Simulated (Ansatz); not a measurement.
Cost and result for the atomization energy of C$_{2}$H$_{10}$Si$_{3}$, SMILES `[SiH3]CC1[SiH2][SiH2]1` (15 atoms, 15 bonds).

Cartesian coordinates in Å:
```
Si 0.4830 2.2256 -0.2155
C 0.9845 0.4727 0.2389
C -0.2322 -0.3986 0.5215
Si -0.1450 -2.3020 0.5928
Si -1.3254 -1.0825 -0.8825
H -0.3096 2.8244 0.8936
H 1.6676 3.0905 -0.4742
H -0.3687 2.2063 -1.4366
H 1.5742 0.0598 -0.5870
H 1.6580 0.5003 1.1033
H -0.8531 -0.0143 1.3354
H 1.1519 -2.8855 0.1722
H -0.7235 -2.9660 1.7856
H -2.7847 -0.8378 -0.8003
H -0.7769 -0.8929 -2.2471
```

Total charge 0; spin multiplicity 1. Geometry: relaxed with PBE0-D4/def2-TZVP. It is one conformer, not always the lowest. Program: Ansatz. All runs use 2 threads of an AMD EPYC 7R13 on a shared host and a share of an NVIDIA H100 80 GB. Times are those of one run each, without the atoms' runs, and a repeat can differ threefold. Electronic energies, without spin–orbit coupling; frozen cores. CCSD(T)/CBS adds CCSD(T) − MP2 in def2-TZVPP to the MP2 limit, and its time is that of the two runs behind it. T1 = 0.013. B3LYP takes the VWN-RPA correlation (the form of Gaussian; ORCA's B3LYP/G).

CCSD(T)/CBS is a level of theory with its own doubt, some kJ/mol a heavy atom from the limit and from the frozen cores, so smaller differences don't rank the functionals.

```json
{"level": "r2SCAN-D4/def2-TZVPP (with forces)", "functions": "328", "wall time": "2.1 s", "atomization (kcal/mol)": "1187.9", "difference from CCSD(T)/CBS": "2.2", "per bond": "0.1"}
{"level": "PBE-D4/def2-TZVPP (with forces)", "functions": "328", "wall time": "2.2 s", "atomization (kcal/mol)": "1188.0", "difference from CCSD(T)/CBS": "2.3", "per bond": "0.2"}
{"level": "B2PLYP/def2-TZVPP", "functions": "328", "wall time": "2.3 s", "atomization (kcal/mol)": "1167.4", "difference from CCSD(T)/CBS": "-18.3", "per bond": "-1.2"}
{"level": "PBE0-D4/def2-TZVPP", "functions": "328", "wall time": "2.5 s", "atomization (kcal/mol)": "1182.4", "difference from CCSD(T)/CBS": "-3.3", "per bond": "-0.2"}
{"level": "ωB97X-V/def2-TZVPP", "functions": "328", "wall time": "2.9 s", "atomization (kcal/mol)": "1194.0", "difference from CCSD(T)/CBS": "8.3", "per bond": "0.5"}
{"level": "MP2/def2-QZVPP", "functions": "624", "wall time": "3.3 s", "atomization (kcal/mol)": "1174.1", "difference from CCSD(T)/CBS": "-11.6", "per bond": "-0.8"}
{"level": "ωB97M-V/def2-TZVPP (with forces)", "functions": "328", "wall time": "3.5 s", "atomization (kcal/mol)": "1187.5", "difference from CCSD(T)/CBS": "1.8", "per bond": "0.1"}
{"level": "B3LYP-D4/def2-TZVPP (with forces)", "functions": "328", "wall time": "3.6 s", "atomization (kcal/mol)": "1183.9", "difference from CCSD(T)/CBS": "-1.8", "per bond": "-0.1"}
{"level": "CCSD(T)/def2-TZVPP", "functions": "328", "wall time": "4.3 s", "atomization (kcal/mol)": "1156.8", "difference from CCSD(T)/CBS": "-28.9", "per bond": "-1.9"}
{"level": "CCSD(T)/CBS(def2)", "functions": "–", "wall time": "7.6 s", "atomization (kcal/mol)": "1185.7", "difference from CCSD(T)/CBS": "0.0", "per bond": "0.0"}
```

From PBE to PBE0 (25 % exact exchange), in def2-TZVPP and without D4, the atomization energy moves by −4.2 kcal/mol: exact exchange takes away binding that semilocal exchange gives to molecules. The D4 term adds +15.2 kcal/mol with B3LYP and +8.1 kcal/mol with PBE0; it sums over pairs of atoms, weighted by their polarisabilities, and B3LYP, whose exchange is more repulsive, gets the larger term. In def2-TZVPP, CCSD(T) changes the Hartree–Fock value by +264.9 kcal/mol (the triples alone add +13.7 kcal/mol) and MP2 by +265.0 kcal/mol; breaking electron pairs costs correlation energy, which Hartree–Fock lacks.
